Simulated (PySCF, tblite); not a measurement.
Species: C₆H₆F₃N.
Structure used (GFN2-xTB), in Å, numbered top down from 1:
```
atom  x, y, z in Å
C1    -0.402   -1.870   -0.161
C2    -0.339   -0.555   -0.049
C3     0.610    0.301   -0.843
C4     1.899    0.562   -0.067
F5     2.781    1.244   -0.830
F6     1.662    1.338    1.021
C7    -1.226    0.210    0.916
F8    -1.932   -0.641    1.733
C9    -2.152    1.040    0.157
N10   -2.861    1.680   -0.467
H11    0.231   -2.404   -0.848
H12   -1.085   -2.457    0.427
H13    0.158    1.266   -1.088
H14    0.886   -0.202   -1.770
H15    2.390   -0.359    0.283
H16   -0.626    0.857    1.575
```

Theory: PBE0/pcSseg-1 in PySCF (dipole) on a GFN2-xTB geometry, gas phase.

Masses are those of the commonest isotopes; rigid-rotor values at the optimised geometry. The values belong to one conformer with, in the numbering `[CH2:1]=[C:2]([CH2:3][CH:4]([F:5])[F:6])[C@H:7]([F:8])[C:9]#[N:10]`, C1–C2–C3–C4 -94°, C2–C3–C4–F5 175°, C1–C2–C7–F8 8°.

Task: What are A, B and C (MHz)?

Result: Ia = 256.31, Ib = 640.41, Ic = 707.68 u·Å²; 505379 MHz·u·Å²/I gives A = 1972, B = 789.2, C = 714.1 MHz.

Task: What kind of rotor is it?

Result: An asymmetric top; Ray's κ = -0.881.

Task: What does the inertial defect say?

Result: Not planar: Δ = Ic − Ia − Ib = -189.04 u·Å². For a rigid frame Δ = −2 Σ m c², so Σ m c² = 94.52 u·Å² lies off the ab plane: 9.56 from hydrogen and 84.95 from heavier atoms. The atom farthest from that plane is 1.88 Å away.

Task: Give the other two planar moments, Paa and Pbb, and the rms extents of the mass along the axes.

Result: Paa = Σ m a² = (Ib + Ic − Ia)/2 = 545.89 and Pbb = Σ m b² = (Ia + Ic − Ib)/2 = 161.79 u·Å². With the mass M = 149.05 u, the rms extents √(P/M) along a, b and c are 1.91, 1.04, 0.80 Å.

Task: Which types of transition are allowed, and where do some lines up to J = 4 fall?

Result: The dipole components are |μa| = 1.75 D, |μb| = 3.22 D, |μc| = 0.41 D. Intensities carry the squares of the components, which stand as 0.30 : 1.00 : 0.02 (a : b : c). Some lines, for components of 0.1 D or more:

```tsv
type	branch	J(Ka,Kc)	MHz	lower level (cm⁻¹)
c	Q	4(1,4) ← 4(0,4)	888	0.500
b	Q	1(1,0) ← 1(0,1)	1258	0.050
b	R	2(0,2) ← 1(1,1)	1821	0.090
a	R	2(0,2) ← 1(0,1)	3003	0.050
b	Q	4(2,2) ← 4(1,3)	3343	0.554
b	R	3(0,3) ← 2(1,2)	3385	0.187
b	Q	2(2,0) ← 2(1,1)	3551	0.195
b	Q	4(2,3) ← 4(1,4)	4041	0.529
b	R	3(1,3) ← 2(0,2)	5506	0.150
c	Q	3(3,1) ← 3(2,1)	6085	0.464
b	Q	3(3,1) ← 3(2,2)	6103	0.464
c	R	2(2,1) ← 1(1,1)	6704	0.090
b	Q	4(4,1) ← 4(3,2)	8535	0.868
b	R	4(2,3) ← 3(1,2)	9448	0.349
b	R	4(2,2) ← 3(1,3)	9949	0.334
c	R	3(3,0) ← 2(2,0)	10609	0.313
c	R	4(3,2) ← 3(2,2)	12122	0.464
c	R	4(4,0) ← 3(3,0)	14554	0.667
```

Its GFN2-xTB frequencies are all real (lowest 33 cm⁻¹). No vibrational averaging or centrifugal distortion is included, and the geometry carries the error of its method. Quadrupole hyperfine structure (14N) is left out.

On one thread, Arm Neoverse V2 (aarch64), no GPU, on a shared host, this took 29 s of wall time and 0.88 GiB of memory at its peak. This is the PBE0/pcSseg-1 job that gave the dipole, with the shieldings it also computed.
